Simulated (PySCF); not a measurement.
germanium monoxide cation (GeO), SMILES [O]=[Ge] (connectivity only; charge and spin as stated), charge +1, multiplicity 2. The structure is a stationary point at PBE0-D3(BJ)/def2-TZVPD. The multiplicity is an assumed one; other spin states were not compared.

These are PBE0-D3(BJ)/def2-TZVPD (PySCF 2.14.0) values and carry that method's errors.

Harmonic wavenumbers (cm⁻¹): 753. Rotational constants (GHz): 12.26 (linear); symmetry number 1.

Task: Work out the zero-point energy and the ideal-gas rigid-rotor harmonic-oscillator thermochemistry at 298.15 K and 1 atm.

Result: ZPE = ½ Σ hcν = ½ × 753 cm⁻¹ = 1.08 kcal/mol. H − E(el) = 3.21 kcal/mol. Entropy in cal/(mol K): translation 39.36, rotation 14.36, vibration 0.25, spin 1.38, total 55.35. G − E(el) = -13.29 kcal/mol. Cp = 7.69 cal/(mol K).
